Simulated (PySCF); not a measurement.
Compound: C2H6O2SiTe.
Bonds: O1–C2 (double), C2–C3, C3–Te4, C2–O5, O5–Si6. Hydrogens: H7, H8 on C3; H9 on Te4; H10, H11, H12 on Si6.

Method: PBE0-D3(BJ)/def2-SVP geometry optimisation, gas phase, def2 core potentials past Kr in PySCF.

Problem. What internal coordinates does the optimisation give?

Solution. 
```
                     bond  length (pm)
                    O1=C2        120.4
                    C2–C3        150.4
                   C3–Te4        216.5
                    C2–O5        133.7
                   O5–Si6        172.4
             C3–H7, C3–H8        109.9
                   Te4–H9        166.9
Si6–H10, Si6–H11, Si6–H12        148.5
```

Bonds in one row agree within 1 pm and their mean is given. A selection of angles:
```
      angle  degrees
   O1–C2–C3    123.8
   O1–C2–O5    122.0
   C3–C2–O5    114.2
  C2–C3–Te4    112.7
   C2–C3–H7    108.0
  Te4–C3–H7    110.0
   H7–C3–H8    107.6
  C3–Te4–H9     91.4
  C2–O5–Si6    117.7
 O5–Si6–H10    109.8
 O5–Si6–H12    102.6
H10–Si6–H11    112.1
```

Dihedral angles: O1–C2–C3–Te4 179° (antiperiplanar); O1–C2–O5–Si6 0° (synperiplanar).

The 2 C–O bonds span 1.204 Å (O1=C2, drawn double) to 1.337 Å (C2–O5, drawn single), a spread of 0.133 Å. O5 (oxygen singly bound to a carbonyl carbon) is bent (angle 117.7°). Si6 (oxygen-bound silicon) is distorted tetrahedral (angles from 102.6° to 112.1°). The 6 heavy atoms lie in one plane (0.009 Å rms).

Point group: Cs (every atom within 0.08 Å of its image). Stationary, but not proved a minimum. The numbers are those of one conformer (O1–C2–C3–Te4 179°, C2–C3–Te4–H -179°, O1–C2–O5–Si6 0°).
